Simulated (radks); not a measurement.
The numbers below are computed, except where a source is named.
Hf56+, configuration [Ne] 3s2 3p4.

Level of theory: scalar-relativistic Kohn-Sham, PBE, spin-polarised, spherical densities, finite nucleus; open shells are filled with parallel spins first (spin-orbit coupling, left out, can overturn this in heavy ions); Fermi nuclear charge, rms radius 5.347 fm (a radial shooting solver on a logarithmic mesh with Libxc functionals).

Energy parts (eV):
total: -319961.78
kinetic: 357799.00
electron-nucleus: -707153.83
Hartree: 33747.36
exchange-correlation: -4354.31

Orbitals (lengths in bohr, moments of r in powers of bohr):
orbital  occ.  eigenvalue (eV)      <r^2>
1s up       1        -69493.28  0.0004949
1s down     1        -69486.17  0.0004948
2s up       1        -15238.08   0.007471
2s down     1        -15233.23   0.007467
2p up       3        -13909.16   0.006106
2p down     3        -13902.06   0.006105
3s up       1        -6040.318    0.04244
3s down     1        -6019.653    0.04252
3p up       3        -5643.861    0.04142
3p down     1        -5623.188    0.04150

The highest occupied level is 3p down at -5623.2 eV. The density falls to 0.001 e/bohr^3 at r = 0.58 bohr. The electron density at the nucleus is 1.283e+06 e/bohr^3 (large components only). The spin density at the nucleus is -34.66 e/bohr^3 (1s -81.25, 2s 8.52, 3s 38.07). Spin moment in Bohr magnetons: 2. Summed over all electrons, <r^2> = 0.3033 bohr^2, which gives a Langevin (diamagnetic) susceptibility term of -0.24 x 10^-6 cm^3/mol.
